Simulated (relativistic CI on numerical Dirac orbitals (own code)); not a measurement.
**Pr3+: 5p photoemission**

Computed with this model: Dirac-Coulomb-Breit CI, separate exchange-only KLI orbitals for each configuration, model QED, multiplet model of photoemission in the sudden approximation, unscaled Slater integrals; configurations [Xe] 4f2 → [Kr] 4d10 4f2 5s2 5p5; 80 K; Lorentzian 0.42 eV and Gaussian 0.5 eV FWHM. Energies are those of the free ion, without screening or charge transfer. The energies are binding energies and can lie tens of eV above those of solids. S is read from ⟨S²⟩ = S(S + 1).

free ion: ground-state S = 0.98, centroid 52.14 eV. Peaks (eV, height): 49.6 (54), 50.9 (100), 53.6 (26), 54.5 (49), 55.5 (42).

Strongest unbroadened transitions for free ion:

```csv
Energy (eV),Relative strength
49.48,47.7
49.75,27.1
50.08,4.3
50.72,100.0
51.19,6.8
51.21,78.8
51.44,3.6
51.56,4.3
51.76,4.0
51.97,28.2
52.72,7.9
53.56,24.1
54.29,2.8
54.50,58.2
55.26,5.1
55.57,49.0
56.11,2.9
56.33,6.4
```
